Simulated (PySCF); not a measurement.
**TaH₅ + N₂ → H₂TaN + NH₃**

Level: PBE0 in the def2-TZVP basis family, computed in PySCF with density fitting; scalar-relativistic core potentials for atoms from Rb on, none lighter, no spin–orbit coupling; open shells unrestricted.

```json
{"species": "TaH₅", "state and structure": "singlet, C4v, Ta–H 1.754 Å (×4), Ta–H 1.790 Å; H–Ta–H 77.3° (×4), H–Ta–H 118.0° (×4), H–Ta–H 124.0° (×2)", "E (Eh)": "-59.86993", "ZPE (kJ/mol)": "83.0", "H(298 K) − H(0) (kJ/mol)": "13.8", "S° (J/(mol K))": "261.6"}
{"species": "N₂", "state and structure": "singlet, D∞h, N–N 1.089 Å", "E (Eh)": "-109.44629", "ZPE (kJ/mol)": "14.9", "H(298 K) − H(0) (kJ/mol)": "8.7", "S° (J/(mol K))": "191.4"}
{"species": "H₂TaN", "state and structure": "singlet, Cs, Ta–H 1.774 Å (×2), Ta–N 1.679 Å; H–Ta–H 104.5°, H–Ta–N 98.4° (×2)", "E (Eh)": "-112.81314", "ZPE (kJ/mol)": "39.8", "H(298 K) − H(0) (kJ/mol)": "11.2", "S° (J/(mol K))": "267.3"}
{"species": "NH₃", "state and structure": "singlet, C3v, N–H 1.013 Å (×3); H–N–H 107.1° (×3)", "E (Eh)": "-56.51312", "ZPE (kJ/mol)": "90.6", "H(298 K) − H(0) (kJ/mol)": "10.0", "S° (J/(mol K))": "192.4"}
```

(1) What is the electronic reaction energy?

(2) Add zero-point, thermal and entropy terms for 298.15 K and 1 bar.

## Answers

(1) At PBE0/def2-TZVP, ΔE = -26.4 kJ/mol from the differences of the total energies times 2625.5, downhill. 

(2) ΔZPE = 32.5 and Δ[H(298) − H(0)] = -1.3 kJ/mol give ΔH° = 4.8 kJ/mol. ΔS° = 6.7 J/(mol K), so ΔG° = 4.8 − 298.15 × (0.0067) = 3 kJ/mol and log₁₀K = -0.5.

Spin–orbit coupling can matter for TaH₅, H₂TaN and is left out. Only the bonding shown was studied: isomers, or loss of a ligand pair, can lie lower.
